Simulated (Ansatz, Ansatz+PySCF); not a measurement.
```xyz
6

C    -0.5744    0.1030   -0.5176
C     0.7107   -0.4341   -0.1867
C    -0.0501    0.3175    0.7106
H    -1.3693    0.2581   -1.3117
H     1.6878   -0.0899   -0.5731
H    -0.5940    0.2032    1.6933
```

Basis set: def2-SVP (spherical functions). Frozen core: 3 orbitals. Charge 0, multiplicity 2.

Computed with Ansatz (development build ahead of 0.2.0); each method stands on the lowest determinant of its kind that the runs found.

Problem. Give the atomization energy at this shape (free ground-state atoms in the same class of orbitals less the molecule, no zero-point energy) of doublet C₃H₃ by UHF-MP2, UHF.

Solution.

| method | atomization energy |
| --- | --- |
| UHF-MP2 | 23.41 eV |
| UHF | 17.80 eV |

Caution: the shape is not the minimum; the unrestricted determinant is spin contaminated.
